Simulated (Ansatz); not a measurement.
`[SiH3][O][SnH3]` + `C#CN` → `C#C[NH][SnH3]` + `O[SiH3]` at 500 K and 1 bar (ligand exchange at the Sn–O bond).

Program: Ansatz. Geometries: PBE0-D4/def2-TZVP. ΔE: electronic, gas phase. CCSD(T)/CBS adds triple-zeta CCSD(T) − MP2 to the extrapolated MP2 energy (def2 sets, frozen cores). This one scheme is used for every species. def2 core potentials past Kr. For Sn outer-core shells are correlated without core-valence functions, which leaves a few kJ/mol of doubt a bond. Each species was taken in one conformer, which may not be the lowest.

```
          species  CCSD(T)/CBS energy (Eh)  H − E (kJ/mol)  S (J/(mol·K))
`[SiH3][O][SnH3]`               -581.91447           172.9          425.8
           `C#CN`               -132.52893           143.8          289.2
  `C#C[NH][SnH3]`               -347.74191           187.2          406.0
        `O[SiH3]`               -366.69042           127.5          292.9
```

H − E and S are ideal-gas, rigid-rotor, harmonic terms from PBE0-D4/def2-TZVP, for one conformer and one mirror image of each species. 1 Eh = 2625.50 kJ/mol, R = 8.31446 J/(mol·K).

By hand: ΔE, ΔH, ΔS and ΔG.

ΔE = (-347.74191) + (-366.69042) − (-581.91447) − (-132.52893) = 0.01107 Eh = 29.1 kJ/mol. Δ(H − E) = 187.2 + 127.5 − 172.9 − 143.8 = -2.0, so ΔH = 27.1 kJ/mol. ΔS = 406.0 + 292.9 − 425.8 − 289.2 = -16.1 J/(mol·K). ΔG = 27.1 − 500 × (-16.1)/1000 = 35.2 kJ/mol.

By hand: the equilibrium constant, and the temperature at which ΔG would vanish if ΔH and ΔS stayed fixed.

log₁₀ K = −ΔG/(RT ln 10) = -3.7. ΔH and −TΔS have one sign here, so there is no such temperature.

ΔH outweighs TΔS. A doubt of 5 kJ/mol in ΔE shifts log₁₀ K by 0.5 here. Other conformers and mirror images would add mixing entropy, several J/(mol·K) or more a flexible species. Modes under 60 cm⁻¹, often nearly free rotors, make the harmonic entropy too high. These are equilibria of isolated gas molecules and say nothing of rates. Largest T1 diagnostic: 0.014 (customary marks: 0.02 for closed shells, 0.045 for open ones).
